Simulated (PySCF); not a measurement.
## Working out the ionisation energy of Kr⁺

Kr⁺ [Ar] 3d10 4s2 4p5 (2P) → Kr²⁺ [Ar] 3d10 4s2 4p4 (3P). Computed with PySCF 2.14 in aug-cc-pVDZ-PP with ECP10MDF, with a scalar-relativistic core potential. Frozen: 3s2 3p6 3d10. Energies in hartree (1 hartree = 27.21139 eV):

| part | Kr⁺ (lower) | Kr²⁺ (upper) |
| --- | --- | --- |
| UHF | -461.697016 | -460.842732 |
| CCSD correlation | -0.111235 | -0.090014 |
| (T) | -0.001324 | -0.000916 |

Task: What does Hartree-Fock give?

Result: (-460.842732) − (-461.697016) = 0.854284 hartree = 23.246 eV.

Task: What do CCSD and CCSD(T) give?

Result: The CCSD correlation energies differ by 0.021221 hartree = 0.577 eV and the triples by 0.000408 hartree = 0.011 eV, so CCSD gives 23.823 eV and CCSD(T) 23.834 eV.

Reference: 24.360 eV (measured; NIST Atomic Spectra Database, ionization energies), between the lowest levels; spin-orbit coupling is absent from the calculation.

A double-zeta basis recovers only part of the correlation energy.

What remains against the reference includes basis incompleteness, the frozen core and higher excitations.
